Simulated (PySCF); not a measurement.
Vertical excitations of a molecule C4H3Cl2F from TDA-LC-ωPBE/def2-SVPD (PySCF 2.14.0), as energy in eV (oscillator strength): 5.13 (0.001), 6.45 (0.008), 7.21 (0.121), 7.28 (0.020), 7.38 (0.003), 7.48 (0.528), 7.65 (0.003), 7.86 (1.140), 8.05 (0.001), 8.31 (0.000). Lowest triplet (TDA): 4.08 eV. Coordinates come from a TPSSh-D3(BJ)/def2-SVP optimisation. The values are those of a single conformer.

Problem. Which structure fits?
A) F[C@@H](Cl)C=C=CCl
B) FC(=C=CCl)CCl
C) C#C[C@H](F)C(Cl)Cl
D) FC=C=C(Cl)CCl

Solution. A, F[C@@H](Cl)C=C=CCl
